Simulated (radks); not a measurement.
Numerical settings for the rubidium ion Rb+, [Kr]. All-electron calculation, Dirac Kohn-Sham, LDA (Slater exchange, Perdew-Wang correlation), spin-unpolarised, spherical densities, point nucleus. Program: a radial shooting solver on a logarithmic mesh with Libxc functionals. The defaults (mesh step 0.008 in ln r, mesh end at 40 bohr or more with all orbitals vanishing there, Anderson mixing 0.5 over 9 steps, residual threshold near 1e-9 with the energy settled to 1e-9 hartree or 1e-11 of itself, here a cap of 97 iterations) give E = -2977.7447 hartree and 4p3/2 at -21.496 eV in 14 iterations. Run on one thread of a shared host, so times are rough (Arm Neoverse V2): 0.09 s of CPU time, 0.09 s wall, 14 iterations on 2546 mesh points. Changes against that run (0 stands for a change within the tolerance of the run):

setting                     iterations  converged  E (mhartree)  e(4p3/2) (meV)  CPU (s)
mesh step in ln r 0.03              14        yes     +0.000462               0     0.03
mesh step in ln r 0.012             14        yes             0               0     0.07
mesh step in ln r 0.005             14        yes             0               0     0.15
mesh end (bohr) 5                   14        yes         +9.47            +274     0.09
mesh end (bohr) 400                 14        yes             0               0      0.1
residual threshold 1e-05            10        yes             0         +0.0109     0.08
residual threshold 0.01              9        yes             0           +0.64     0.07
mixing 0.2                          16        yes             0               0     0.11
linear mixing, mixing 0.05          97         no      +0.00208           -42.1     0.54
linear mixing, mixing 1             97         no      +6.9e+04       -3.39e+05      1.9
mixing history 3                    16        yes             0               0      0.1
iteration cap 2                      2         no          +694       -1.43e+04     0.02

Settings that end as converged yet miss the energy by more than 1 mhartree: mesh end (bohr) 5 (+0.00947 hartree). A mesh that ends early acts as a hard wall.
